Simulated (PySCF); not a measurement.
System (SMILES): [SiH][SiH3] (SiH-SiH3) (closed-shell singlet).
Geometry (B3LYP-D3(BJ)/def2-TZVP, fixed):
```
Si
H 1 1.4846
H 1 1.4893 2 107.80
H 1 1.4893 2 107.80 3 -116.32
Si 1 2.3971 2 114.30 3 121.84
H 5 1.5236 1 88.28 2 -180.00
```
Charge 0, spin multiplicity 1.

Basis-set convergence of the mean static polarisability at HF with PySCF. All functions are spherical. Density fitting with generated auxiliary sets. In sets without p functions on hydrogen, species with hydrogen take exact integrals. No added dispersion term, no relativity. Reference: the value in aug-pcseg-2, 65.22 bohr³, itself unsure by roughly 0.3 % (its distance from aug-cc-pV(T+d)Z). Deviations are taken from unrounded values. Cost is core time over that of pcseg-2, rough, on shared machines of one kind; a dash marks a row that isn't timed (too short, read off another run, short of memory, by another algorithm or on other hardware).

```
basis        functions  mean static polarisability (bohr³)  minus reference (%)  cost
-----------  ---------  ----------------------------------  -------------------  ----
pcseg-0             34                               55.82                -14.4     -
def2-SV(P)          44                               54.24                -16.8     -
def2-SVP            56                               54.86                -15.9     -
pcseg-1             56                               56.09                -14.0     -
aug-pcseg-1         90                               64.31                 -1.4  0.4×
def2-TZVP           98                               60.73                 -6.9  0.4×
pcseg-2            124                               59.32                 -9.1    1×
def2-TZVPP         140                               61.21                 -6.2    1×
aug-pcseg-2        192                               65.22                  0.0    4×
def2-QZVPP         260                               63.85                 -2.1    9×
pcseg-3            260                               63.49                 -2.7   10×
```

The smallest set listed that lies within 5 % of the reference with all its larger relatives (same family, alike in diffuse functions; a set with none counts only in the reference's own line) is aug-pcseg-1 (90 functions, 0.4× in cost, -1.4 % off). Inside, with no larger relative to test it: def2-QZVPP, pcseg-3.
